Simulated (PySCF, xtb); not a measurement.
C₃H₉FOSi, SMILES COC[Si@H](C)F. One conformer was computed; it need not be the lowest.

Harmonic wavenumbers (cm⁻¹) from xtb with GFN2-xTB at its own minimum, in rising order: 46, 80, 98, 112, 186, 197, 231, 281, 385, 623, 652, 704, 772, 784, 815, 845, 867, 981, 1107, 1137, 1158, 1208, 1308, 1366, 1408, 1464, 1470, 1470, 1489, 1496, 2279, 2848, 2884, 2886, 2912, 3024, 3036, 3042, 3050.

Q: What does TPSSh-D3(BJ)/def2-SVP run with PySCF give at its own minimum? (Estimate from the structure and the level; the computed values follow.)

A: 68, 82, 116, 148, 212, 230, 246, 307, 396, 645, 667, 716, 768, 807, 841, 905, 949, 974, 1166, 1172, 1206, 1228, 1284, 1319, 1444, 1452, 1457, 1476, 1479, 1505, 2258, 2930, 2965, 2976, 3025, 3034, 3125, 3132, 3142. Paired by order, the mean absolute difference is 37 cm⁻¹ and the zero-point energies are 72.5 and 74.1 kcal/mol.
